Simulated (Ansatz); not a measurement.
`[NH2][Nb]([F])([F])=[S]`, one more setting.

```yaml
crystal:
  periodic: [false, false, false]
  atoms:
    - {symbol: N, position_ang: [-0.822676, 0.606705, 0.606748]}
    - {symbol: Nb, position_ang: [0.499500, -0.438217, -0.350587]}
    - {symbol: F, position_ang: [1.704721, -1.188104, 0.857231]}
    - {symbol: F, position_ang: [-0.344809, -1.791382, -1.314838]}
    - {symbol: S, position_ang: [1.464779, 0.954978, -1.648205]}
    - {symbol: H, position_ang: [-1.004585, 1.593661, 0.504314]}
    - {symbol: H, position_ang: [-1.435730, 0.194560, 1.299638]}
basis:
  gaussian: {orbitals: def2-mTZVP}
hamiltonian: {xc: {name: PBE0}, dispersion: d3bj}
accuracy: high
output: {forces: true}
```

```sh
$ ansatz run in.yaml --threads 4 --pin off --events-out ev --progress --plain --max-ram 10444MiB
```

It prints (some lines left out):

```
Functional definition: PBE0
2305 factors; integrals over basis functions are off by at most 1.2e-8 eV
mean field evaluation 1: about -19328.7299 eV, gradient 8.1e1 eV
mean field evaluation 2: about -19257.4227 eV, gradient 2.1e2 eV
mean field evaluation 4: about -19337.4225 eV, gradient 3.1e1 eV
mean field evaluation 8: about -19340.0610 eV, gradient 1.8e0 eV
mean field evaluation 16: about -19340.0672 eV, gradient 6.7e-4 eV
mean field -19340.06716125 eV, -710.7343590075 hartree, gradient 6.8e-8 eV, S^2 0.000000; 0 other end points of the search recorded, 0 dependent functions left out
reference -19340.06716671 eV, -710.7343592081 hartree; 28, 28 occupied and 90, 90 virtual orbitals, 2305 factors
Total energy: -19340.22067176 eV, -710.7400004148 hartree
Atom 0 at    -0.822676     0.606705     0.606748 Å, force    -0.066549     0.053366     0.047994 eV/Å
Atom 1 at     0.499500    -0.438217    -0.350587 Å, force    -0.133260     0.118793     0.093217 eV/Å
Atom 2 at     1.704721    -1.188104     0.857231 Å, force     0.315562    -0.177862     0.298952 eV/Å
Atom 3 at    -0.344809    -1.791382    -1.314838 Å, force    -0.209420    -0.332469    -0.257674 eV/Å
Atom 4 at     1.464779     0.954978    -1.648205 Å, force     0.186600     0.260735    -0.248672 eV/Å
Atom 5 at    -1.004585     1.593661     0.504314 Å, force    -0.023766     0.110191    -0.008158 eV/Å
Atom 6 at    -1.435730     0.194560     1.299638 Å, force    -0.069167    -0.032755     0.074341 eV/Å
Dipole moment:    -0.541633     0.215491     0.451172 e Å
```

Run time 7.5 s (4 threads of an Arm Neoverse V1 on a shared host); peak host memory 0.5 GiB.
